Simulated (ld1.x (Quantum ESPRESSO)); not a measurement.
LDA (PZ) ultrasoft dataset for Si, scalar-relativistic all-electron reference.

ld1.x (Quantum ESPRESSO) 7.5 input, shortened:

```
&input
   title='Si', zed=14., rel=1, dft='PZ', iswitch=3,
   config='[Ne] 3s1 3p3'
 /
 &inputp
   pseudotype=3, tm=.true., lloc=-1, rcloc=1.65,
   nlcc=.true., rcore=1.10,
   which_augfun='PSQ', rmatch_augfun=1.25
 /
4
3S  1  0   1.00   0.00  1.55  1.95  0.0
3S  1  0   0.00  -0.45  1.55  1.95  0.0
3P  2  1   3.00   0.00  2.15  2.50  0.0
3P  2  1   0.00   0.05  2.15  2.50  0.0
 &test
   configts(1)='3s1 3p3'
 /
```

All-electron outer shells of the reference configuration (LDA (PZ), scalar-relativistic, ld1.x):

| shell | level (eV) | outermost node (bohr) | outermost maximum (bohr) |
| --- | --- | --- | --- |
| 2s | -140.34 | 0.15 | 0.45 |
| 2p | -97.19 | – | 0.39 |
| 3s | -11.64 | 0.72 | 1.75 |
| 3p | -4.75 | 0.72 | 2.11 |

(1) Estimate the cutoffs (Ry, on a coarse ladder) from which the occupation-weighted sum of valence levels, in a spherical-Bessel basis at the reference potential, stays within 10 and 1 mRy of its value at 400 Ry.

(2) What does a ghost test show?

(3) Is the overlap operator S = 1 + Σ q|β⟩⟨β| positive definite (Bessel basis up to 400 Ry)?

(4) Which valence shell sets the plane-wave cutoff?

(5) Tests: 3s2 3p2; 3s2 3p1; 3s2 3p0; 3s2 3p2.3; 3s0 3p4; 3s1 3p2; 3s2 3p1.5. Which has the largest error in its energy relative to the reference configuration, and how large is it?

## Answers

(1) 8 Ry and 12 Ry.

(2) No extra level below or beside the all-electron valence levels (s, p, d, f tested).

(3) Yes: its lowest eigenvalue is 0.42 (s channel).

(4) 3p: its level needs 10 Ry to come within 1 mRy, against 8 Ry for 3s.

(5) 3s2 3p0, with +6.2 meV (all-electron minus pseudo) on +17.14 eV.
